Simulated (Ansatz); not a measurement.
The first iterations of a band of CH₆SeSiTe (10 atoms, charge 0, multiplicity 1).

These are results of RKS revPBE/def2-SVP (Ansatz 0.2.0), not measurements.

| Item | Value |
| --- | --- |
| movable images | 7 |
| climbing image | yes |
| spring | 5.0 eV/Å² |
| optimiser | quadratic models (default) |
| start path | through a guess of the saddle point |
| force threshold | 0.03 eV/Å |
| iteration limit | 60 |
| end points | relaxed |

Image 0:

```xyz
10
Properties=species:S:1:pos:R:3
C 0.911 1.654 -0.151
Se 0.350 0.836 1.569
Si -0.853 -0.943 0.746
Te 0.517 -2.538 -0.705
H 1.417 0.898 -0.782
H 0.040 2.085 -0.680
H 1.624 2.458 0.112
H -1.342 -1.638 1.986
H -2.024 -0.523 -0.106
H -0.557 -2.340 -1.986
```

Image 8:

```xyz
10
Properties=species:S:1:pos:R:3
C 0.786 1.317 -0.003
Se -0.475 0.713 1.397
Si -1.577 -1.568 0.695
Te 0.201 -2.569 -0.918
H 1.281 0.428 -0.441
H 0.169 1.827 -0.765
H 1.513 2.022 0.440
H 0.578 0.122 2.268
H -2.275 -0.720 -0.391
H -0.118 -1.622 -2.279
```

| iteration | highest image above the first end (eV) | largest band force component (eV/Å) |
| --- | --- | --- |
| 1 | 6.590 | 11.264 |
| 2 | 3.001 | 3.428 |
| 3 | 2.581 | 1.602 |
| 4 | 2.487 | 1.462 |
| 5 | 2.389 | 1.206 |
| 6 | 2.267 | 0.851 |
| 7 | 2.208 | 0.767 |
| 8 | 2.142 | 0.754 |
| 9 | 2.087 | 0.763 |
| 10 | 2.029 | 0.595 |
| 11 | 1.979 | 0.500 |
| 12 | 1.959 | 0.463 |
| 13 | 2.012 | 0.424 |
| 14 | 2.016 | 0.421 |
| 15 | 2.012 | 0.313 |
| 16 | 1.998 | 0.168 |
| 17 | 1.979 | 0.343 |
| 18 | 1.983 | 0.163 |
| 19 | 1.978 | 0.134 |
| 20 | 1.975 | 0.128 |

Task: Does the band converge within its limit, and where does its top end?

Result: It did not converge within its limit. It ended after 60 iterations with the highest image 1.966 eV above the first end. The band didn't meet its force threshold, so its energies are provisional: the largest band force was still 0.27 eV/Å, and over the last iterations the top stayed at 1.97 eV. Neighbouring images lie up to 3.3 Å apart, so the band is torn or far too coarse. Inner images lie below an end point, which means an intermediate or an end that isn't the lowest structure nearby. The orbitals stay closed-shell, which can raise the energy where a bond breaks towards radicals; this wasn't checked here.

Time of the run: 17 min on 2 threads of Arm Neoverse V1, on a shared host, peak memory 0.18 GiB.
